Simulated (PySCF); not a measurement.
CF2InNO, SMILES O=C=[N][In]([F])[F].

Geometry: r2SCAN-D4/def2-SVP. The structure was generated by enumeration; whether it is a known compound was not checked. The def2 effective core potentials stand for the cores of In; spin–orbit coupling is left out. The values are those of a single conformer.

Method: PySCF 2.14.0 with TDA-PBE0/def2-SVPD.

Vertical excitations. The molecule is in vacuum. State labels are in the subgroup Cs.

Computed lowest excited states:
```csv
state,symmetry,energy (eV),λ (nm),f,main pairs
S1,A",4.65,266,0.005,HOMO→LUMO 99 %
S2,A',5.02,247,0.060,HOMO−1→LUMO 93 %
S3,A",6.23,199,0.001,"HOMO−4→LUMO 85 %, HOMO−1→LUMO+1 14 %"
S4,A",6.24,199,0.001,"HOMO−1→LUMO+1 84 %, HOMO−4→LUMO 14 %"
S5,A',6.25,198,0.020,HOMO−2→LUMO 91 %
S6,A',6.30,197,0.014,HOMO−3→LUMO 94 %
S7,A',6.56,189,0.194,HOMO→LUMO+1 84 %
S8,A",6.64,187,0.042,HOMO−5→LUMO 98 %
S9,A",7.49,166,0.007,HOMO→LUMO+2 83 %
S10,A',7.58,163,0.063,"HOMO−6→LUMO 60 %, HOMO−4→LUMO+1 35 %"
T1,A",4.34,286,0,HOMO→LUMO 98 %
T2,A',4.42,280,0,HOMO−1→LUMO 97 %
T3,A',5.71,217,0,HOMO−2→LUMO 95 %
T4,A',5.84,212,0,"HOMO→LUMO+1 76 %, HOMO−3→LUMO 17 %"
```
Triplets are in the Tamm–Dancoff approximation.
